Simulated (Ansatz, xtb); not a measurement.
**Two isomers of C4H6F4**

Structure I: `C[C@@H](F)CC(F)(F)F`, a singlet. Structure II: `CC(C)(F)C(F)(F)F`, a singlet. Both are isolated molecules in the gas phase, relaxed with PBE0-D3(BJ)/def2-SVP, each in the lowest conformer that the search found.

I (Å):

```xyz
14

C    -0.0323   -0.7247    0.5162
C    -0.8795   -1.5136   -0.4518
C    -2.3005   -1.8003    0.0124
C    -3.2169   -0.6073    0.0514
F    -0.2839   -2.7430   -0.6617
F    -2.8585    0.2829    0.9866
F    -3.2330    0.0406   -1.1206
F    -4.4700   -0.9780    0.3222
H     0.0050   -1.2292    1.4936
H    -0.4347    0.2866    0.6619
H     0.9925   -0.6434    0.1275
H    -0.9206   -0.9998   -1.4282
H    -2.2926   -2.2567    1.0136
H    -2.7484   -2.5269   -0.6809
```

II (Å):

| atom | x (Å) | y (Å) | z (Å) |
| --- | --- | --- | --- |
| C | -0.5292 | -1.2028 | 1.0356 |
| C | -1.3848 | -0.9616 | -0.1900 |
| C | -1.8676 | -2.2341 | -0.8532 |
| C | -2.5704 | -0.0513 | 0.1532 |
| F | -0.6383 | -0.2481 | -1.1086 |
| F | -2.1646 | 1.1003 | 0.6826 |
| F | -3.2971 | 0.2307 | -0.9253 |
| F | -3.3715 | -0.6511 | 1.0419 |
| H | -1.0997 | -1.7253 | 1.8155 |
| H | 0.3364 | -1.8183 | 0.7550 |
| H | -0.1681 | -0.2466 | 1.4374 |
| H | -2.4423 | -1.9939 | -1.7577 |
| H | -0.9987 | -2.8432 | -1.1375 |
| H | -2.5022 | -2.8157 | -0.1708 |

Quicker runs give these differences E(II) − E(I): GFN2-xTB +5.68 kJ/mol; HF/STO-3G −3.76 kJ/mol (at GFN2-xTB geometries); r2SCAN-D4/def2-SVP −9.63 kJ/mol (at GFN2-xTB geometries).

Estimate E(II) − E(I) at the level CCSD(T)/def2-SVP + ΔMP2/def2-TZVPP.

Calculated at CCSD(T)/def2-SVP + ΔMP2/def2-TZVPP: E(II) − E(I) = −6.41 kJ/mol, so structure II lies lower.

The same difference at several levels:

| level | geometry | E(II) − E(I) (kJ/mol) | departure from the last row (kJ/mol) | job, with rough time for the two |
| --- | --- | --- | --- | --- |
| GFN2-xTB | GFN2-xTB | +5.68 | +12.09 | optimisation, 0.42 s |
| HF/STO-3G | GFN2-xTB | −3.76 | +2.64 | single point, 1.7 s |
| r2SCAN-D4/def2-SVP | GFN2-xTB | −9.63 | −3.22 | single point, 11 s |
| PBE0-D3(BJ)/def2-SVP | PBE0-D3(BJ)/def2-SVP | −4.30 | +2.11 | optimisation, 91 s |
| HF/def2-SVP | PBE0-D3(BJ)/def2-SVP | −1.47 | +4.94 | part of the CCSD(T) run |
| MP2/def2-SVP | PBE0-D3(BJ)/def2-SVP | −9.29 | −2.88 | part of the CCSD(T) run |
| CCSD(T)/def2-SVP | PBE0-D3(BJ)/def2-SVP | −9.22 | −2.81 | single point |
| CCSD(T)/def2-SVP + ΔMP2/def2-TZVPP | PBE0-D3(BJ)/def2-SVP | −6.41 |  | single point, 4.9 min |

As drawn, both hold the same kinds of bond in the same numbers. Structure I has 1 methyl group, II 2.

GFN2-xTB puts the two in the other order. HF/def2-SVP finds them nearly level. The largest departure from CCSD(T)/def2-SVP + ΔMP2/def2-TZVPP is that of GFN2-xTB, 12.09 kJ/mol. The last row adds to CCSD(T) the change of the MP2 difference between the two basis sets, here +2.81 kJ/mol.

With thermal terms from frequencies at re-optimised GFN2-xTB minima (ideal gas, soft modes damped towards free rotors, one conformer each, 298.15 K, 1 atm): on the last row, ΔE + ΔZPE = −8.46, ΔH = −7.72, ΔG = −7.58 kJ/mol.

The correlated steps freeze 8 core orbitals. Mirror images aren't counted in ΔG. Codes used: Ansatz 0.2.0, xtb 6.7.1; the last row on 2 threads of Intel(R) Xeon(R) Processor @ 2.50GHz (Skylake/Cascade Lake) on a shared host.
